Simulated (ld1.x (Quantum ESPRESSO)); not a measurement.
# C (Z = 6): PAW pseudisation with PBE, scalar-relativistic reference atom.

```json
{
  "Element": "C (Z = 6)",
  "Generator": "ld1.x (Quantum ESPRESSO) 7.5",
  "Type": "PAW",
  "Functional": "PBE",
  "Relativity": "scalar-relativistic",
  "Frozen core": "none",
  "Valence charge": "6",
  "Reference configuration": "1s2 2s2 2p1.5 (charge +0.5)",
  "Partial waves": "1s (bound): rcut 0.40, rcutus 0.45 bohr; 2s (bound): rcut 0.40, rcutus 0.45 bohr; 2p (bound): rcut 2.60, rcutus 3.05 bohr; 2p channel at 0.95 Ry: rcut 2.60, rcutus 3.05 bohr; 3d channel at 0.15 Ry: rcut 2.60, rcutus 2.90 bohr; 3d channel at 1.25 Ry: rcut 2.60, rcutus 2.90 bohr",
  "Local potential": "all-electron potential smoothed inside 2.45 bohr (lloc = -1)",
  "Core correction": "none",
  "Augmentation charge": "PSQ, inside the norm-conserving radii"
}
```

Question: Does this generation succeed?

Answer: No. ld1.x (Quantum ESPRESSO) 7.5 stopped with "run_pseudo: Errors in PS-KS equation": the pseudo-atom solver did not find the valence states with the expected number of nodes, which is the usual sign of a ghost state. Before that it printed "Warning: n=1, l=0 expected 0 nodes, found 1".
